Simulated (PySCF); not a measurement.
Correlation energy of Cl⁺ (chlorine, charge +1)

[Ne] 3s2 3p4, high-spin 3P determinant. All numbers are calculated (PySCF 2.14, the spin-free X2C one-electron Hamiltonian (Gaussian nucleus), in aug-cc-pVTZ-DK (6s5p3d2f, 50 functions)). Frozen: [Ne]; 6 electrons correlated.

MP2 pair energies summed by pair of shells (mhartree):

```csv
pair,energy,share (%)
3p-3p,-58.08,46.5
3s-3p,-57.20,45.8
3s-3s,-9.72,7.8
```

Total MP2 correlation energy: -125.00 mhartree.

Same-spin part -28.68 and opposite-spin part -96.32 mhartree; SCS-MP2 scales them by 1/3 and 6/5 to -125.15 mhartree.
